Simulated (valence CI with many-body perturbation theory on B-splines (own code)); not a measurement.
**Ladder of approximations for Pr XI**

Calculated by valence CI with perturbative core correlation (CI+MBPT): three valence electrons over a frozen Dirac-Fock core [Kr] 4d10, a basis of 8 s, 8 p, 9 d, 9 f, 6 g, 3 h, 2 i functions for each j, with the one-electron correlation potential Σ1 (screened to all orders), the two-electron term Σ2, the three-electron term Σ3, Breit, model QED; selected single and double excitations, second order for the rest, scaled by the run's own slope (own B-spline code, finite nucleus).

No measured spectrum was set against this ion. As an estimate, levels hold to about 250 cm⁻¹ or 0.2 % of their energy and the worst to 1 %, as in measured heavy ions of charge 2 to 7; those with d or f electrons hold less well. Core correlation moves these levels by up to 41000 cm⁻¹, and in measured spectra 5 to 20 % of such shifts remained as error; rates that hang on mixing are uncertain with them.

Each rung adds one term. CI alone is the Dirac-Coulomb CI over the frozen core; QED comes last and gives the full result, which names the levels. Energies are above 5s²5p ²P°_1/2 on the same rung, in cm⁻¹. A blank means that the level has no clear partner on that rung.

Names give the largest LS component (configuration and term), which can be under half, so a name can repeat, a term be missing and a line seem to break the LS rules; names also repeat where a configuration has a term twice. Letters in brackets count levels of one name in rising energy.

```tsv
Level	CI alone
4f5s² ²F°_5/2	25922
4f5s² ²F°_7/2	29053
5s²5p ²P°_3/2	38265
4f5s5p ⁴G_5/2	158187
4f5s5p ⁴F_7/2	161935
4f5s5p ⁴F_3/2	164141
5s5p² ⁴P_1/2	145378
4f5s5p ²F_7/2 [a]	167173
4f5s5p ⁴F_5/2 [a]	167099
4f5s5p ⁴F_9/2 [a]	168847
4f5s5p ²F_5/2 [a]	173587
4f5s5p ²G_7/2 [a]	178705
4f²5s ⁴H_7/2	213985
4f²5s ⁴H_9/2	215152
4f²5s ⁴H_11/2	216657
5s5p² ⁴P_3/2	167165
```

Question: What do these energies become with core correlation, Breit and QED?

Answer: 4f5s² ²F°_5/2 4022 (-21900); 4f5s² ²F°_7/2 7374 (-21679); 5s²5p ²P°_3/2 39128 (+863); 4f5s5p ⁴G_5/2 142557 (-15630); 4f5s5p ⁴F_7/2 146431 (-15504); 4f5s5p ⁴F_3/2 148935 (-15206); 5s5p² ⁴P_1/2 150600 (+5222); 4f5s5p ²F_7/2 [a] 151160 (-16012); 4f5s5p ⁴F_5/2 [a] 151342 (-15757); 4f5s5p ⁴F_9/2 [a] 153366 (-15481); 4f5s5p ²F_5/2 [a] 158947 (-14640); 4f5s5p ²G_7/2 [a] 162391 (-16314); 4f²5s ⁴H_7/2 170399 (-43586); 4f²5s ⁴H_9/2 171683 (-43470); 4f²5s ⁴H_11/2 173382 (-43274); 5s5p² ⁴P_3/2 173537 (+6372).

Question: How does the ionisation energy move along the ladder, and which term matters most?

Answer: CI alone 161.93, + Σ1 163.77, + Σ2 163.19, + Σ3 163.17, + Breit 163.04, + QED 163.05 eV. The largest step is Σ1, 1.84 eV. NIST lists 162 ± 2.4 eV (theoretical).
